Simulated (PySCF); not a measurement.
An unknown is described by computed data only.

Formula: C10H18Si.

- NMR, other nuclei: isotropic shieldings of nuclei other than C and H, by class: 350 (1 Si) ppm [GIAO B3LYP/pcSseg-1]
- 1H NMR: chemical shifts (computed TMS as zero) by class: 6.38 (1 H), 6.34 (1 H), 6.32 (1 H), 6.24 (3 H), 6.01 (3 H), 1.37 (2 H), 1.36 (2 H), 0.99 (3 H), 0.57 (2 H) ppm [GIAO B3LYP/pcSseg-1]
- 13C NMR: chemical shifts (computed TMS as zero) by class: 146.0 (3 C), 143.8 (3 C), 29.6 (1 C), 28.6 (1 C), 14.8 (1 C), 14.2 (1 C) ppm [GIAO B3LYP/pcSseg-1]
- Rotational structure: rotational constants A, B, C: 1.226, 0.488, 0.477 GHz [PBE0-D3(BJ)/def2-SVP]
- XPS: Si2p3/2 105.6, C1s 289.5, C1s 289.7 (×3), C1s 290.1 (×3), C1s 290.2, C1s 290.3, C1s 290.3, Si1s 1845.5 eV [ΔSCF SCAN, pcX-2 on the ionised atom, pcseg-1 elsewhere, spin-free X2C, 2p3/2 from a spin–orbit splitting computed afterwards within the 2p shell]
- UV, first state: lowest singlet excitation: 5.97 eV (208 nm, f = 0.011) [TDDFT B3LYP/def2-SVPD]
- Triplet: lowest triplet excitation (Tamm–Dancoff): 4.28 eV [TDA B3LYP/def2-SVPD]

The electronic properties come from PySCF, for the isolated species, density fitting. Levels stand in brackets. The structure is a single PBE0-D3(BJ)/def2-SVP conformer in the gas phase; no vibrational or solvent corrections. NMR classes are plain means over equivalent atoms (diastereotopic ones count apart unless rotation or inversion swaps them), as if these changed places fast.

**Question.** Give a SMILES that accounts for the data.

**Answer.** 10 carbons fall into 6 classes; from least to most shielded: carbon bonded to C and 2 H (146.0 ppm, 3 C), carbon bonded to C, Si and H (143.8 ppm, 3 C, up to 2.2 ppm apart in this geometry), carbon bonded to 2 C and 2 H (29.6 ppm), carbon bonded to 2 C and 2 H (28.6 ppm), carbon bonded to C, Si and 2 H (14.8 ppm), carbon bonded to C and 3 H (14.2 ppm). Hydrogen classes from least to most shielded: 1 H on a carbon bonded to C and 2 H (6.38 ppm), 1 H on a carbon bonded to C and 2 H (6.34 ppm), 1 H on a carbon bonded to C and 2 H (6.32 ppm), 3 H on 3 like atoms (carbon bonded to C, Si and H) (6.24 ppm), 3 H on 3 like atoms (carbon bonded to C and 2 H) (6.01 ppm), 2 H on a carbon bonded to 2 C and 2 H (1.37 ppm), 2 H on a carbon bonded to 2 C and 2 H (1.36 ppm), 3 H on a carbon bonded to C and 3 H (0.99 ppm, a mean of values up to 0.7 ppm apart in this geometry), 2 H on a carbon bonded to C, Si and 2 H (0.57 ppm, a mean of values up to 0.7 ppm apart in this geometry). The other shieldings belong to: 350 ppm, silicon bonded to 4 C. The core levels belong to: Si2p3/2 105.6 eV, silicon bonded to 4 C; C1s 289.5 eV, carbon bonded to C, Si and 2 H; C1s 289.7 eV, carbon bonded to C, Si and H; C1s 290.1 eV, carbon bonded to C and 2 H; C1s 290.2 eV, carbon bonded to 2 C and 2 H; C1s 290.3 eV, carbon bonded to 2 C and 2 H; C1s 290.3 eV, carbon bonded to C and 3 H; Si1s 1845.5 eV, silicon bonded to 4 C. One atom of each topological class was ionised and stands for its class. The hole state at 289.7 eV has ⟨S²⟩ = 0.82 against 0.75, so that value is less sure. The optimised geometry has point group C1 and is an asymmetric top. Structure: Si(vinyl)3(nBu) (`C=C[Si](C=C)(C=C)CCCC`). The assignments are read from this structure; whether some other isomer fits the data as well wasn't checked.
